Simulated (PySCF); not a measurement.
(3Z)-3,4-difluoropenta-1,3-diene (C5H6F2), SMILES C(/F)(C)=C(\C=C)F. The structure is a stationary point at PBE-D3(BJ)/def2-SVP. The values are those of a single conformer.

Task: Give the equilibrium geometry at PBE-D3(BJ)/def2-SVP (PySCF confirms it by a frequency run) as bond lengths and angles, and its point group. (An estimate is asked for; the answer gives what the named calculation found.)

Result: Several could match; the one computed here: point group Cs.
Atoms: C1 C2 C3 F4 C5 C6 F7 H8 H9 H10 H11 H12 H13. Bonds (Å): C1–C2 1.353, C1–H8 1.100, C1–H9 1.099, C2–C3 1.450, C2–H10 1.101, C3–F4 1.352, C3–C5 1.363, C5–C6 1.487, C5–F7 1.349, C6–H11 1.104, C6–H12 1.111, C6–H13 1.111. Angles (°): C2–C1–H8 121.0, C2–C1–H9 121.0, H8–C1–H9 118.1, C1–C2–C3 123.7, C1–C2–H10 119.9, C3–C2–H10 116.4, C2–C3–F4 115.7, C2–C3–C5 126.8, F4–C3–C5 117.6, C3–C5–C6 128.6, C3–C5–F7 117.9, C6–C5–F7 113.5, C5–C6–H11 112.4, C5–C6–H12 110.2, C5–C6–H13 110.2, H11–C6–H12 108.4, H11–C6–H13 108.4, H12–C6–H13 107.0.
